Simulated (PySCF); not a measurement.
Cd(Cl)(SH) (CdClHS), SMILES [SH][Cd][Cl]. Atoms are numbered in the order given.

```xyz
4

Cd    -0.0093     0.0107     0.0000
Cl     0.0150     2.2885     0.0000
S     -0.0676    -2.3124     0.0000
H      1.2725    -2.4197     0.0000
```
Charge 0, spin multiplicity 1.

Geometry: PBE0-D3(BJ)/def2-TZVP. The def2 effective core potentials stand for the cores of Cd; spin–orbit coupling is left out. The values are those of a single conformer.

The numbers are results of TDDFT-PBE0/def2-SVPD (PySCF), not measurements.

Vertical excitations. Isolated molecule, no solvent. State labels are in the subgroup Cs.

Q: List the lowest excited states. (An estimate is asked for; the answer gives what the named calculation found.)

A: 
```json
[
 {"state": "S1", "symmetry": "A\"", "energy (eV)": "4.40", "λ (nm)": "282", "f": "0.015", "main pairs": "HOMO→LUMO 99 %"},
 {"state": "S2", "symmetry": "A\"", "energy (eV)": "5.55", "λ (nm)": "223", "f": "0.000", "main pairs": "HOMO→LUMO+1 99 %"},
 {"state": "S3", "symmetry": "A'", "energy (eV)": "5.62", "λ (nm)": "221", "f": "0.015", "main pairs": "HOMO−1→LUMO 97 %"},
 {"state": "S4", "symmetry": "A\"", "energy (eV)": "5.67", "λ (nm)": "219", "f": "0.025", "main pairs": "HOMO−2→LUMO 99 %"},
 {"state": "S5", "symmetry": "A'", "energy (eV)": "5.93", "λ (nm)": "209", "f": "0.021", "main pairs": "HOMO→LUMO+2 66 %, HOMO−3→LUMO 33 %"},
 {"state": "S6", "symmetry": "A\"", "energy (eV)": "6.42", "λ (nm)": "193", "f": "0.020", "main pairs": "HOMO→LUMO+3 97 %"},
 {"state": "S7", "symmetry": "A'", "energy (eV)": "6.74", "λ (nm)": "184", "f": "0.219", "main pairs": "HOMO−1→LUMO+1 51 %, HOMO−3→LUMO 25 %, HOMO→LUMO+2 14 %"},
 {"state": "S8", "symmetry": "A\"", "energy (eV)": "6.84", "λ (nm)": "181", "f": "0.000", "main pairs": "HOMO−2→LUMO+1 99 %"},
 {"state": "S9", "symmetry": "A'", "energy (eV)": "7.01", "λ (nm)": "177", "f": "0.169", "main pairs": "HOMO−3→LUMO+1 42 %, HOMO−1→LUMO+1 21 %, HOMO−3→LUMO 11 %, HOMO−4→LUMO 11 %"},
 {"state": "S10", "symmetry": "A\"", "energy (eV)": "7.15", "λ (nm)": "173", "f": "0.000", "main pairs": "HOMO−1→LUMO+2 99 %"},
 {"state": "T1", "symmetry": "A\"", "energy (eV)": "4.01", "λ (nm)": "309", "f": "0", "main pairs": "HOMO→LUMO 98 %"},
 {"state": "T2", "symmetry": "A'", "energy (eV)": "5.17", "λ (nm)": "240", "f": "0", "main pairs": "HOMO−3→LUMO 69 %, HOMO−1→LUMO 24 %"},
 {"state": "T3", "symmetry": "A'", "energy (eV)": "5.30", "λ (nm)": "234", "f": "0", "main pairs": "HOMO−1→LUMO 74 %, HOMO−3→LUMO 23 %"},
 {"state": "T4", "symmetry": "A\"", "energy (eV)": "5.31", "λ (nm)": "233", "f": "0", "main pairs": "HOMO−2→LUMO 98 %"}
]
```
Triplets are in the Tamm–Dancoff approximation, which puts them higher than full response would, so one can lie above its singlet here.
